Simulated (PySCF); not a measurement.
# PbBr: one state, many levels of theory

State: ²Π (doublet), unpaired electrons π ↑. Set-up: basis Pb def2-SVP with ECP60, Br def2-SVP; scalar-relativistic core potentials; PySCF 2.14. De refers to Pb + Br in their high-spin ground configurations, without counterpoise correction. The functionals are run spin-unrestricted. A positive dipole means Pb(−)Br(+).

```csv
Level,Re (Å),ωe (cm⁻¹),De (eV),μ (D),"CPU s a point (SCF and correlation, without the integrals)"
UHF,2.667,207,2.09,-4.53,0.28
UHF-MP2,2.637,218,3.05,n/a,0.47
UHF-SCS-MP2,2.649,214,2.95,n/a,n/a
UHF-CCSD,2.650,213,2.85,n/a,n/a
UHF-CCSD(T),2.652,213,2.94,n/a,9.6
PBE,2.651,208,3.57,-3.19,0.78
r²SCAN,2.638,214,3.46,-3.47,0.96
B3LYP,2.657,208,3.34,-3.48,1
PBE0,2.632,215,3.38,-3.57,1.4
MN15,2.619,218,3.29,-3.54,1.3
B2PLYP,2.647,212,3.24,-3.91,0.89
```

(1) Which functional lies closest to UHF-CCSD(T) in De, which farthest, and by how much do they differ from it?

(2) What does the step from GGA to meta-GGA do here, going from PBE to r²SCAN?

(3) What does the triples do here, going from UHF-CCSD to UHF-CCSD(T)?

Correlated steps freeze 13 core orbitals. Correlated levels converge slowly with the basis: in double zeta they bind strong bonds too weakly, by up to about 1 eV, and carry superposition errors of some tenths. These are scalar-relativistic numbers at best; spin–orbit coupling would shift them, the dissociation energy most. B2PLYP dipoles, levels and charges come from its SCF part alone. The state was picked by a PBE0 search and need not be the measured ground state.

The whole job (state search and all levels along the bond) took about 3 min on 1 thread of Oxide Virtual Turin-like (shared host), peak memory 0.71 GiB.

## Answers

(1) Closest is B2PLYP (-0.5 pm in Re, -0.5 % in ωe, +0.30 eV in De against UHF-CCSD(T) in the same basis), farthest PBE (-0.1 pm in Re, -2.3 % in ωe, +0.63 eV in De). CCSD(T) converges more slowly with the basis than the functionals do and binds too weakly in this one, so the order can change at the basis-set limit.

(2) r²SCAN less PBE: -1.3 pm in Re, +2.9 % in ωe, -0.11 eV in De. 

(3) UHF-CCSD(T) less UHF-CCSD: +0.2 pm in Re, +0.0 % in ωe, +0.09 eV in De. Correlation nearly always deepens the well. The bond lengthens, as in strong covalent bonds, where excitations into antibonding orbitals dominate.
